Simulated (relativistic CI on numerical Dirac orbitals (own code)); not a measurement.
## Forbidden lines of Ta4+

Method of calculation: Dirac-Coulomb-Breit CI, separate exchange-only KLI orbitals for each configuration, a model potential for QED, valence Slater integrals scaled by 0.85, P86 correlation energy added to each configuration (own radial code, finite nucleus).

CI space (outside the closed core [Kr] 4d10): 4f14 5s2 5p6 5d, 4f14 5s2 5p6 6s, 4f14 5s2 5p6 6p, 4f14 5s2 5p6 5f, 4f14 5s2 5p6 5g, 4f14 5s2 5p6 7s, 4f14 5s2 5p5 5d2, 4f14 5s2 5p6 6d, 4f13 5s2 5p6 5d2, 4f14 5s2 5p6 7p, 4f14 5s2 5p6 7d, 4f14 5s2 5p6 8s, 4f14 5s2 5p6 6f, 4f13 5s2 5p6 5d 6s, 4f14 5s2 5p6 8p, 4f14 5s2 5p5 5d 5f, 4f13 5s2 5p6 5d 6p, 4f14 5s2 5p5 5d 5g, 4f14 5s2 5p5 5d 6s, 4f14 5s 5p6 5d2, 4f13 5s2 5p6 5d 6d, 4f13 5s2 5p6 5d 7s, 4f13 5s2 5p6 5d 5f, 4f14 5s2 5p5 5d 6p. Double excitations out of closed p, d and f shells are left out; levels of such configurations are missing from the list, as are those of other unlisted configurations, and high levels can miss mixing partners.

```
λ vac (nm)                           Lower                           Upper  Type   A (s⁻¹)  E lower (eV)  E upper (eV)
    196.55      4f14 5s2 5p6 5d 2D_3/2 [1]      4f14 5s2 5p6 6s 2S_1/2 [3]    E2  2.43e+02        0.0000        6.3081
    222.84      4f14 5s2 5p6 5d 2D_5/2 [2]      4f14 5s2 5p6 6s 2S_1/2 [3]    E2  2.12e+02        0.7443        6.3081
    509.54   4f13 5s2 5p6 5d2 4F°_9/2 [13]   4f13 5s2 5p6 5d2 2G°_9/2 [54]    M1  4.82e+00       25.6173       28.0506
    563.41  4f13 5s2 5p6 5d2 4H°_13/2 [29]  4f13 5s2 5p6 5d2 4G°_11/2 [67]    M1  3.31e+01       26.5449       28.7455
    594.12  4f13 5s2 5p6 5d2 4I°_15/2 [24]  4f13 5s2 5p6 5d2 2I°_13/2 [61]    M1  3.06e+01       26.2485       28.3353
    606.04  4f13 5s2 5p6 5d2 4H°_11/2 [20]   4f13 5s2 5p6 5d2 2G°_9/2 [54]    M1  3.15e+01       26.0048       28.0506
    606.62  4f13 5s2 5p6 5d2 4G°_11/2 [27]   4f13 5s2 5p6 5d2 2G°_9/2 [65]    M1  1.25e+01       26.5140       28.5579
    611.24   4f13 5s2 5p6 5d2 4G°_9/2 [25]   4f13 5s2 5p6 5d2 2G°_9/2 [63]    M1  5.63e+00       26.3864       28.4148
    627.27  4f13 5s2 5p6 5d2 2I°_11/2 [11]  4f13 5s2 5p6 5d2 2H°_11/2 [40]    M1  2.74e+00       25.2593       27.2359
    635.25  4f13 5s2 5p6 5d2 4I°_15/2 [24]  4f13 5s2 5p6 5d2 2I°_13/2 [59]    M1  2.06e+01       26.2485       28.2002
    637.49  4f13 5s2 5p6 5d2 4I°_13/2 [15]  4f13 5s2 5p6 5d2 4I°_11/2 [48]    M1  4.32e+01       25.7983       27.7432
    652.27  4f13 5s2 5p6 5d2 4G°_11/2 [27]   4f13 5s2 5p6 5d2 2G°_9/2 [63]    M1  1.86e+01       26.5140       28.4148
    682.92  4f13 5s2 5p6 5d2 2I°_11/2 [11]   4f13 5s2 5p6 5d2 4I°_9/2 [36]    M1  3.66e+01       25.2593       27.0748
    704.01  4f13 5s2 5p6 5d2 4H°_11/2 [20]   4f13 5s2 5p6 5d2 2G°_9/2 [49]    M1  5.20e+00       26.0048       27.7659
    713.21  4f13 5s2 5p6 5d2 4H°_11/2 [20]  4f13 5s2 5p6 5d2 4I°_11/2 [48]    M1  4.42e+00       26.0048       27.7432
    749.01  4f13 5s2 5p6 5d2 4H°_13/2 [29]  4f13 5s2 5p6 5d2 2I°_13/2 [59]    M1  5.37e+00       26.5449       28.2002
    846.40  4f13 5s2 5p6 5d2 4I°_13/2 [15]  4f13 5s2 5p6 5d2 2K°_15/2 [41]    M1  4.35e+00       25.7983       27.2631
    850.38  4f13 5s2 5p6 5d2 4G°_11/2 [27]  4f13 5s2 5p6 5d2 4G°_11/2 [53]    M1  5.86e+00       26.5140       27.9720
    862.43  4f13 5s2 5p6 5d2 4I°_13/2 [15]  4f13 5s2 5p6 5d2 2H°_11/2 [40]    M1  5.25e+00       25.7983       27.2359
    898.80   4f13 5s2 5p6 5d2 4G°_9/2 [25]   4f13 5s2 5p6 5d2 2G°_9/2 [49]    M1  5.80e+00       26.3864       27.7659
```

Terms are leading LS components. Brackets give the number of a level in order of energy, since labels repeat. The list gives strong lines, with weight on those to low levels, among the lowest 304 of 1074 levels, so that lines to higher ones, which can be the strongest, are missing. Levels whose partners in the same complex of configurations lie outside the list can be far off, and so can their lines. Rates are taken at the computed energies, electric ones in the length gauge.

At this charge configurations can still be misplaced by up to about 7 % of their energy. Levels and lines within the n = 5 or 6 shells can be off by up to 10 % or somewhat more, and those that change n by about 2 %, since core polarisation is missing. Levels that differ in their count of f electrons can be misplaced by several ten thousand cm⁻¹, since the correlation energy of f electrons is missing or only estimated; rates across such gaps can be off by orders of magnitude.

**Question.** From the table, what is the radiative lifetime of 4f14 5s2 5p6 6s 2S_1/2?

**Answer.** The listed rates from this level add up to about 4.54e+02 s⁻¹, 100 % of its decay; with all channels τ = 2.20e-03 s.

LS names give the leading component of a level, which can be under half, so a name can repeat, a term be missing and a line seem to break the LS rules.
